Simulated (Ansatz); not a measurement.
Cartesian coordinates in Å:
```
O 1.3990 -0.8999 1.0294
Si 0.7921 0.4101 1.8269
S -0.9013 1.2127 0.7917
Si -0.6226 0.1260 -1.0311
O -1.7487 0.6327 -2.0844
O -0.8591 -1.4751 -0.7521
O 0.8618 0.3032 -1.6609
H 0.7622 -1.5670 0.7451
H 0.3403 0.0805 3.2009
H 1.9067 1.3816 1.8661
H -1.7685 1.5614 -2.3194
H -1.7458 -1.7324 -0.4907
H 1.5839 -0.0339 -1.1215
```

The species carries charge 0 and has multiplicity 1.

(1) List the PBE/def2-TZVPP orbital energies in eV (Ansatz 0.2.0). (An estimate is asked.)

## Answers

(1) Ansatz gave: Occupied: -2395.45, -1781.30, -1780.69, -510.81, -510.77, -510.68, -510.43, -208.46, -154.57, -154.51, -154.41, -138.79, -138.30, -95.55, -95.54, -95.53, -95.08, -95.03, -94.99, -26.03, -25.49, -25.27, -25.08, -17.96, -14.73, -14.11, -13.27, -12.97, -11.75, -10.40, -9.83, -9.71, -9.47, -8.92, -8.72, -8.37, -8.18, -8.02, -7.64, -7.42, -6.30. Lowest empty: -0.95, -0.64, -0.15, 0.44, 0.62, 1.03, 1.17, 1.59.
